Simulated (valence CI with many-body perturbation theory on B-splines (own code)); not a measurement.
**La VII: what each term of the Hamiltonian does**

Calculated by relativistic CI+MBPT: five valence electrons over a frozen Dirac-Fock core [Kr] 4d10, radial functions for each j: 7 s, 7 p, 7 d, 7 f, 4 g, 2 h, with the one-electron correlation potential Σ1 (screened to all orders), the two-electron term Σ2, the three-electron term Σ3, Breit, model QED; selected single and double excitations, second order for the rest, scaled by the run's own slope (own B-spline code, finite nucleus).

With an open or low-lying f shell, different configurations can be misplaced against each other by up to about 5,000 cm⁻¹. No measured spectrum was set against this ion. As an estimate, levels hold to about 250 cm⁻¹ or 0.2 % of their energy and the worst to 1 %, as in measured heavy ions of charge 2 to 7; those with d or f electrons hold less well. Core correlation moves these levels by up to 19000 cm⁻¹, and in measured spectra 5 to 20 % of such shifts remained as error; rates that hang on mixing are uncertain with them. Among the levels kept, up to 680 cm⁻¹ of a level comes from second order outside the variational space, and about a tenth of that is noise between levels of different J, which matters for small intervals.

Each rung adds one term. CI alone is the Dirac-Coulomb CI over the frozen core; QED comes last and gives the full result, which names the levels. Energies are above (5s^2 5p1/2^2 5p3/2) J=3/2 on the same rung, in eV.

Levels are named by their leading jj configuration (3d3/2^4 stands for four electrons in 3d with j = 3/2), which in mixed levels can hold well under half, so a name can repeat and another be missing. Letters in brackets count levels of one name in rising energy.

```
                             Level  CI alone       Σ1       Σ2       Σ3    Breit      QED    Full
        (5s^2 5p1/2 5p3/2^2) J=3/2     2.436  +0.0629  -0.0246  +0.0148  -0.0231  +0.0028   2.469
        (5s^2 5p1/2 5p3/2^2) J=5/2     3.320  +0.0833  -0.0444  +0.0248  -0.0316  +0.0036   3.355
        (5s^2 5p1/2 5p3/2^2) J=1/2     5.084  +0.1020  -0.0882  -0.0066  -0.0292  +0.0032   5.065
              (5s^2 5p3/2^3) J=3/2     7.057  +0.1922  -0.0328  +0.0056  -0.0648  +0.0077   7.165
        (4f5/2 5s^2 5p1/2^2) J=5/2    16.493  -0.7377  -1.5989  -0.0220  -0.1118  -0.0183  14.004
        (4f7/2 5s^2 5p1/2^2) J=7/2    16.926  -0.7039  -1.5901  -0.0253  -0.1324  -0.0172  14.457
(4f5/2 5s^2 5p1/2 5p3/2) J=7/2 [a]    18.283  -0.6505  -1.5366  +0.0078  -0.1453  -0.0144  15.944
(4f5/2 5s^2 5p1/2 5p3/2) J=5/2 [a]    18.363  -0.6609  -1.5628  -0.0009  -0.1415  -0.0142  15.983
(4f7/2 5s^2 5p1/2 5p3/2) J=7/2 [a]    18.641  -0.6312  -1.5444  +0.0122  -0.1587  -0.0134  16.305
(4f7/2 5s^2 5p1/2 5p3/2) J=9/2 [a]    18.640  -0.6175  -1.5104  -0.0271  -0.1611  -0.0133  16.311
(4f5/2 5s^2 5p1/2 5p3/2) J=3/2 [a]    18.944  -0.6540  -1.5884  -0.0299  -0.1422  -0.0143  16.515
(4f7/2 5s^2 5p1/2 5p3/2) J=5/2 [a]    19.005  -0.6211  -1.5766  +0.0081  -0.1635  -0.0132  16.639
(4f7/2 5s^2 5p1/2 5p3/2) J=9/2 [b]    19.154  -0.6173  -1.5691  -0.0015  -0.1573  -0.0137  16.795
   (4f7/2 5s^2 5p1/2 5p3/2) J=11/2    19.435  -0.5912  -1.5077  -0.0355  -0.1715  -0.0119  17.117
(4f5/2 5s^2 5p1/2 5p3/2) J=5/2 [b]    19.743  -0.6462  -1.6178  -0.0225  -0.1468  -0.0140  17.296
(4f7/2 5s^2 5p1/2 5p3/2) J=7/2 [b]    19.756  -0.6230  -1.6030  -0.0206  -0.1607  -0.0135  17.336
(4f5/2 5s^2 5p1/2 5p3/2) J=3/2 [b]    19.732  -0.6245  -1.5979  -0.0027  -0.1551  -0.0132  17.338
    (4f5/2 5s^2 5p1/2 5p3/2) J=1/2    19.756  -0.6363  -1.5815  +0.0020  -0.1515  -0.0126  17.376
        (5s 5p1/2^2 5p3/2^2) J=5/2    17.181  +0.3142  +0.2873  +0.0096  -0.0058  -0.0533  17.733
```

The middle columns are the shifts that each term adds.

How does the ionisation energy move along the ladder, and which term matters most?

CI alone 88.568, + Σ1 89.821, + Σ2 89.360, + Σ3 89.292, + Breit 89.269, + QED 89.271 eV. The largest step is Σ1, 1.253 eV. NIST lists 88 ± 2 eV (theoretical).
